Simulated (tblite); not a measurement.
C5H9S2 (doublet state).
Structure used (GFN2-xTB), in Å, numbered top down from 1:
```xyz
16
C5H9S2 angstrom
C     -2.003    1.309    0.264
C     -0.746    0.659    0.471
C     -0.757   -0.849    0.263
C      0.513   -1.543    0.734
S      1.943   -1.237   -0.354
C      2.010    0.565   -0.168
S      0.538    1.411   -0.793
H     -2.726    0.888   -0.409
H     -2.155    2.315    0.605
H     -0.277    0.943    1.417
H     -1.597   -1.260    0.832
H     -0.925   -1.068   -0.794
H      0.785   -1.228    1.744
H      0.384   -2.624    0.723
H      2.848    0.916   -0.764
H      2.157    0.813    0.883
```

All values are computed: GFN2-xTB (tblite) harmonic vibrations without scaling, gas phase. Against measured fundamentals such values can be off by several per cent, at times by over 20. One conformer, not necessarily the lowest. Open shells enter through the occupations alone, without spin polarisation, and single modes of such species can be off by tens of per cent.

Harmonic wavenumbers (cm⁻¹): 99.3, 182.4, 228.0, 260.1, 276.7, 286.7, 299.2, 363.3, 424.5, 503.3, 651.9, 665.2, 687.5, 700.7, 783.7, 838.3, 902.2, 939.4, 1041.1, 1051.3, 1078.9, 1098.9, 1158.8, 1169.0, 1194.8, 1200.2, 1265.8, 1277.7, 1350.9, 1378.9, 1408.8, 1441.0, 1455.7, 2918.1, 2949.5, 2955.2, 2957.0, 2993.2, 3010.0, 3027.4, 3130.9, 3173.4.

A = 2885, B = 1552, C = 1094 MHz; mass 133.015 u (most abundant isotopes); point group C1, symmetry number 1; spin multiplicity 2.

Problem. What is the zero-point energy?

Solution. Half the sum of the wavenumbers: 27389 cm⁻¹ = 78.31 kcal/mol.

Problem. What is S at 500 K and 1 bar for an ideal gas of classical rigid rotors and harmonic oscillators?

Solution. Translation 43.16, rotation 30.12, vibration 36.10, spin (R ln 2) 1.38: S = 110.8 cal/(mol K).

Problem. And Cp and H(500 K) − H(0)?

Solution. Cp = 49.00 cal/(mol K), of which vibrations give 41.05 (their classical limit is 42 R = 83.5); H(500 K) − H(0) = 14.20 kcal/mol without the zero-point energy, 10.23 from vibrations.

Problem. How do the functions run with temperature in this model?

Solution. 
| T (K) | S (cal/(mol K)) | Cp (cal/(mol K)) | H − H(0) (kcal/mol) | G − H(0) (kcal/mol) | ln q(vib) |
| --- | --- | --- | --- | --- | --- |
| 150 | 71.9 | 19.6 | 1.88 | -8.91 | 1.14 |
| 250 | 84.1 | 28.9 | 4.31 | -16.73 | 2.87 |
| 298.15 | 89.6 | 33.3 | 5.80 | -20.91 | 3.79 |
| 400 | 100.6 | 41.9 | 9.64 | -30.60 | 5.82 |
| 600 | 120.2 | 54.7 | 19.40 | -52.73 | 9.93 |
| 900 | 144.8 | 66.5 | 37.74 | -92.62 | 15.87 |

q(vib) and H(0) count from the zero-point level.

Problem. Blend soft modes into free rotors: weight 1/[1 + (100 cm⁻¹/ν̃)⁴] for the oscillator and the rest for a rotor with moment μB/(μ + B), μ = h/(8π²ν), B = 10⁻⁴⁴ kg m². What vibrational entropy results?

Solution. 35.48 cal/(mol K) in place of 36.10, which changes −T·S at 500 K by +0.31 kcal/mol.

Problem. What must be added to the electronic energy to get the Gibbs energy at 500 K and 1 bar?

Solution. ZPE + [H(500 K) − H(0)] − T·S = 78.31 + 14.20 − 55.38 = 37.13 kcal/mol.

Problem. Which modes carry the vibrational entropy at 500 K?

Solution. 99.3 cm⁻¹: 4.48; 182.4 cm⁻¹: 3.29; 228.0 cm⁻¹: 2.86; 260.1 cm⁻¹: 2.61; 276.7 cm⁻¹: 2.49; 286.7 cm⁻¹: 2.42 cal/(mol K); the other 36 give 17.94 together.

Hindered rotation and anharmonicity are outside this model. Other conformers, if any are populated, would add a mixing term that is left out. The structure is chiral; the term R ln 2 for an equal mix with its mirror image is left out.
